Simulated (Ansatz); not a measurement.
Calculated with Ansatz (gas phase, PBE0-D4/def2-TZVP geometries, no zero-point term in ΔE). CCSD(T)/CBS adds triple-zeta CCSD(T) − MP2 to the extrapolated MP2 energy (def2 sets, frozen cores). Functionals use def2-TZVPP. B3LYP here is the variant with VWN-RPA as its local correlation; programs differ in this. One conformer a species, not always the lowest.

`[SiH3][SiH]1CC1` + `CO[SiH](Cl)SC` → `CS[SiH]1CC1` + `CO[SiH]([SiH3])Cl`  (redistribution)

```tsv
level	ΔE (kcal/mol)	difference from CCSD(T)/CBS
PBE-D4	4.5	-0.3
r2SCAN-D4	5.0	0.2
B3LYP-D4	4.3	-0.5
ωB97X-V	4.4	-0.4
PBE	4.1	-0.7
CCSD/def2-TZVPP	4.6	-0.2
CCSD(T)/def2-TZVPP	4.9	0.1
MP2/def2-QZVPP	5.2	0.4
HF/CBS(def2)	3.4	-1.4
MP2/CBS(def2)	5.2	0.4
CCSD(T)/CBS	4.8	0
```

Largest T1 diagnostic among the species: 0.012.

In def2-TZVPP, CCSD(T) changes the Hartree–Fock value by +1.4 kcal/mol (the triples alone add +0.3 kcal/mol) and MP2 by +1.8 kcal/mol.
